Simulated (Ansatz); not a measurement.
Mulliken charges of F$_{2}$HSeSi, SMILES `F[Si](F)[SeH]` radical from PBE/def2-TZVPP in Ansatz (PBE0-D4/def2-TZVP geometry).

```json
{"atom": "F1", "x (Å)": "1.598", "y (Å)": "-0.724", "z (Å)": "1.010", "charge (e)": "-0.240"}
{"atom": "Si2", "x (Å)": "0.402", "y (Å)": "-0.674", "z (Å)": "-0.039", "charge (e)": "0.516"}
{"atom": "F3", "x (Å)": "-0.826", "y (Å)": "-1.429", "z (Å)": "0.640", "charge (e)": "-0.236"}
{"atom": "Se4", "x (Å)": "-0.022", "y (Å)": "1.543", "z (Å)": "-0.357", "charge (e)": "-0.112"}
{"atom": "H5", "x (Å)": "-1.103", "y (Å)": "1.211", "z (Å)": "-1.295", "charge (e)": "0.072"}
```

By hand: the dipole of these point charges (1 e Å = 4.8032 D).

Σ q r = (-0.058, 0.078, -0.467) e Å, of length 0.477 e Å = 2.29 D.

How does the dipole of the full density compare? (An estimate is asked.)

Ansatz gave: (-0.096, 0.108, -0.270) e Å, 1.47 D; the point charges give 1.56 times that, at 16° from its direction.

Point charges leave out the atoms' own dipoles, such as those of lone pairs, and Mulliken's split depends on the basis, so the two needn't agree.
